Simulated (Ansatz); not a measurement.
`CN1CSC1` and `[SiH3]N1CSC1` differ in one atom or group.

Ansatz, PBE0-D4/def2-TZVP geometries, multiplicity 1. 

```
                               property  `CN1CSC1`
    HOMO energy (B3LYP/def2-TZVPP) / eV      -6.04
   HOMO–LUMO gap (PBE0/def2-TZVPP) / eV       6.30
HOMO–LUMO gap (ωB97M-V/def2-TZVPP) / eV      10.60
  HOMO energy (ωB97M-V/def2-TZVPP) / eV      -8.50
    LUMO energy (B3LYP/def2-TZVPP) / eV      -0.21
     LUMO energy (PBE0/def2-TZVPP) / eV       0.06
```

**Question.** What does the change do to each property? (Best estimate.)

**Answer.** Computed: 
| property | `[SiH3]N1CSC1` | shift |
| --- | --- | --- |
| HOMO energy (B3LYP/def2-TZVPP) / eV | -6.15 | -0.11 |
| HOMO–LUMO gap (PBE0/def2-TZVPP) / eV | 6.00 | -0.30 |
| HOMO–LUMO gap (ωB97M-V/def2-TZVPP) / eV | 10.23 | -0.37 |
| HOMO energy (ωB97M-V/def2-TZVPP) / eV | -8.60 | -0.10 |
| LUMO energy (B3LYP/def2-TZVPP) / eV | -0.60 | -0.39 |
| LUMO energy (PBE0/def2-TZVPP) / eV | -0.36 | -0.42 |

With PBE0 the HOMO falls by 0.10 eV and the LUMO falls by 0.42 eV, so the gap narrows by about 0.32 eV. PBE moves the HOMO by -0.13 eV and ωB97M-V by -0.10 eV.

B3LYP here is the variant with VWN-RPA as its local correlation; programs differ in this.
